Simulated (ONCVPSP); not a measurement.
## Cutoff test, Lu (Z = 71), ONCV

* Element: Lu
* Generator: ONCVPSP 4.0.1
* Type: optimised norm-conserving Vanderbilt (ONCV)
* Functional: PBEsol
* Relativity: scalar-relativistic
* Frozen core: [Kr] 4d10 4f14
* Valence charge: 11
* Reference configuration: 5s2 5p6 5d1 6s2
* Partial waves: 5s+6s: rc 2.15 bohr, ncon 4, nbas 8, qcut 7.4 1/bohr, 2 projectors; 5p: rc 2.15 bohr, ncon 3, nbas 7, qcut 7.1 1/bohr, local; 5d: rc 2.25 bohr, ncon 5, nbas 9, qcut 3.9 1/bohr, 2 projectors, debl 3.9 Ha
* Local potential: the p channel
* Core correction: Teter function, fcfact 5.25, rcfact 1.7

Question: For each optimised wave give the share of its norm inside rc, the residual kinetic energy above qcut (Ha) and the cutoffs (Ha) for errors of 10, 1, 0.1 and 0.01 mHa per electron.

Answer:

```csv
wave,norm inside rc,residual KE,10 mHa,1 mHa,0.1 mHa,0.01 mHa
5s,0.981,1.0e-08,9.9,14.4,17.8,20.6
6s,0.095,9.9e-09,4.4,13.1,17.2,20.5
5p,0.923,3.6e-08,7.2,9.2,11.7,18.0
5d,0.405,5.8e-03,6.9,16.4,51.2,59.2
d projector 2,0.164,1.2e-01,10.6,22.2,60.1,71.7
```

The occupied waves need 16 Ha and 51 Ha for 1 and 0.1 mHa. 1 of 4 tests not solved or not reliable.
